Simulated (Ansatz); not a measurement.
A calculation with Ansatz (development build ahead of 0.2.0).

```yaml
crystal:
  periodic: [false, false, false]
  atoms:
    - { symbol: Na, position_ang: [-1.35864, -1.31574, -1.32005] }
    - { symbol: Cl, position_ang: [-1.32334, -1.26187, 1.30755] }
    - { symbol: Cl, position_ang: [-1.32523, 1.26842, -1.28678] }
    - { symbol: Na, position_ang: [-1.29702, 1.26183, 1.30671] }
    - { symbol: Cl, position_ang: [1.34951, -1.30548, -1.2797] }
    - { symbol: Na, position_ang: [1.33678, -1.30872, 1.2678] }
    - { symbol: Na, position_ang: [1.30227, 1.35095, -1.28237] }
    - { symbol: Cl, position_ang: [1.35599, 1.2904, 1.3092] }
basis:
  gaussian: { orbitals: def2-SVP }
hamiltonian:
  xc: hf
correlation:
  method: mp2
  frozen_orbitals: { Cl: 5, Na: 1 }
```

The input is written out in the form of the current development build from the run's settings.

The run gave:

| Quantity | Value |
| --- | --- |
| Converged | yes |
| Reference energy | -2485.13315 hartree |
| Correlation energy | -0.57780 hartree |
| Total energy | -2485.71095 hartree |
| Spin squared of the determinant | 0.000 |
